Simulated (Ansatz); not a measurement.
Calculated with Ansatz (gas phase, PBE0-D4/def2-TZVP geometries, no zero-point term in ΔE). CCSD(T)/CBS adds triple-zeta CCSD(T) − MP2 to the extrapolated MP2 energy (def2 sets, frozen cores). Functionals use def2-TZVPP. B3LYP here is the variant with VWN-RPA as its local correlation; programs differ in this. Each species was taken in one conformer, which may not be the lowest.

`O[SiH](O)[SiH2][SiH3]` + `FC[SiH3]` → `FC([SiH3])[SiH2][SiH3]` + `O[SiH2]O`  (formal exchange of groups at the Si–Si bond)

(1) Is it downhill or uphill in electronic energy at CCSD(T)/CBS, and by how much? (An estimate is asked.)

(2) What do these levels give: B3LYP-D4, ωB97X-V, B2PLYP, r2SCAN, PBE0, B3LYP, HF/def2-TZVPP, HF/def2-QZVPP, MP2/def2-QZVPP, HF/CBS(def2), MP2/CBS(def2), CCSD/CBS(def2)? (Estimate.)

Largest T1 diagnostic among the species: 0.013.

Results:

(1) The calculation gave: Uphill: ΔE = +0.10 eV.

(2) The calculation gave: B3LYP-D4 0.12, ωB97X-V 0.12, B2PLYP 0.11, r2SCAN 0.16, PBE0 0.22, B3LYP 0.16, HF/def2-TZVPP 0.10, HF/def2-QZVPP 0.10, MP2/def2-QZVPP 0.05, HF/CBS(def2) 0.10, MP2/CBS(def2) 0.05, CCSD/CBS(def2) 0.10 eV.

The D4 term adds −0.04 eV with B3LYP and −0.02 eV with PBE0; it sums over pairs of atoms, weighted by their polarisabilities, and B3LYP, whose exchange is more repulsive, gets the larger term.
